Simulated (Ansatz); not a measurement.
One geometry of `C[S][In]([CH3])[F]`, several functionals.

```yaml
crystal:
  periodic: [false, false, false]
  atoms:
    - {symbol: C, position_ang: [-1.600226, 0.375953, 1.542177]}
    - {symbol: S, position_ang: [-0.869671, 1.833451, 0.728289]}
    - {symbol: In, position_ang: [0.702161, 0.839810, -0.733116]}
    - {symbol: C, position_ang: [1.300425, -1.156855, -1.181317]}
    - {symbol: F, position_ang: [1.632474, 2.246135, -1.733409]}
    - {symbol: H, position_ang: [-2.351989, 0.757451, 2.233228]}
    - {symbol: H, position_ang: [-2.093420, -0.284083, 0.829777]}
    - {symbol: H, position_ang: [-0.861077, -0.183330, 2.114266]}
    - {symbol: H, position_ang: [1.616794, -1.664476, -0.270289]}
    - {symbol: H, position_ang: [2.125975, -1.118867, -1.890401]}
    - {symbol: H, position_ang: [0.463854, -1.701988, -1.618605]}
basis:
  gaussian: {orbitals: def2-TZVPP}
hamiltonian: {xc: lda}
output: {orbitals: {seedname: orbitals}}
```

```sh
$ ansatz run in.yaml --threads 4 --pin off --events-out ev --progress --plain --max-ram 10444MiB
```

Output, abridged:

```
Functional definition: SPW92
1542 factors; their error is unknown
mean field evaluation 1: about -20797.3992 eV, gradient 9.9e1 eV
mean field evaluation 2: about -20730.4216 eV, gradient 2.0e2 eV
mean field evaluation 4: about -20817.4899 eV, gradient 2.1e1 eV
mean field evaluation 8: about -20818.2858 eV, gradient 3.1e-1 eV
mean field evaluation 16: about -20818.2654 eV, gradient 4.8e-4 eV
mean field -20818.26540548 eV, -765.0571425244 hartree, gradient 5.2e-5 eV, S^2 0.000000; 0 other end points of the search recorded, 0 dependent functions left out
reference -20818.26546625 eV, -765.0571447577 hartree; 32, 32 occupied and 237, 237 virtual orbitals, 1542 factors
Total energy: -20818.26546625 eV, -765.0571447577 hartree
```

It took 0.9 s on 4 threads of an Intel Xeon 6975P-C on a shared host, with 0.37 GiB of host memory at the peak.

With the line `hamiltonian: {xc: {name: r2SCAN0}, dispersion: d4}` (abridged; 3.2 s):

```
Functional definition: r2SCAN0
mean field evaluation 16: about -20899.4098 eV, gradient 2.1e-4 eV
mean field -20899.40981555 eV, -768.0391445928 hartree, gradient 4.7e-5 eV, S^2 0.000000
Total energy: -20899.47691786 eV, -768.0416105573 hartree
```

Changing it to `hamiltonian: {xc: {name: r2SCANh}, dispersion: d4}` (abridged; 3 s):

```
Functional definition: r2SCANh
mean field evaluation 16: about -20900.3814 eV, gradient 6.7e-4 eV
mean field -20900.38136918 eV, -768.0748485300 hartree, gradient 6.9e-5 eV, S^2 0.000000
Total energy: -20900.44179283 eV, -768.0770690581 hartree
```

Changing it to `hamiltonian: {xc: {name: wB97X-V}}` (abridged; 4.8 s):

```
Functional definition: wB97X-V
mean field evaluation 16: about -20898.5696 eV, gradient 1.7e-4 eV
mean field -20898.56957976 eV, -768.0082664968 hartree, gradient 2.4e-5 eV, S^2 0.000000
Total energy: -20898.56957668 eV, -768.0082663836 hartree
```

Changing it to `hamiltonian: {xc: {name: PBE-QIDH}}` (abridged; 3.9 s):

```
Functional definition: PBE-QIDH
mean field evaluation 16: about -20873.8545 eV, gradient 2.9e-4 eV
mean field -20873.85449149 eV, -767.1000037554 hartree, gradient 2.1e-6 eV, S^2 0.000000
12 core orbitals not correlated: weight in the atoms' cores, before any rotation towards them, 1.000 or more for the frozen orbitals, at most 0.000 for the correlated occupied ones
second order -32.67815961 eV of doubles, -0.00000000 eV of singles
Total energy: -20884.74722917 eV, -767.5003044820 hartree
```

Changing it to `hamiltonian: {xc: {name: B2PLYP}}` (abridged; 4 s):

```
Functional definition: B2PLYP
mean field evaluation 16: about -20880.0082 eV, gradient 4.7e-4 eV
mean field -20880.00817607 eV, -767.3261474926 hartree, gradient 4.6e-6 eV, S^2 0.000000
12 core orbitals not correlated: weight in the atoms' cores, before any rotation towards them, 1.000 or more for the frozen orbitals, at most 0.000 for the correlated occupied ones
second order -35.21640250 eV of doubles, -0.00000000 eV of singles
Total energy: -20889.51680869 eV, -767.6755832964 hartree
```
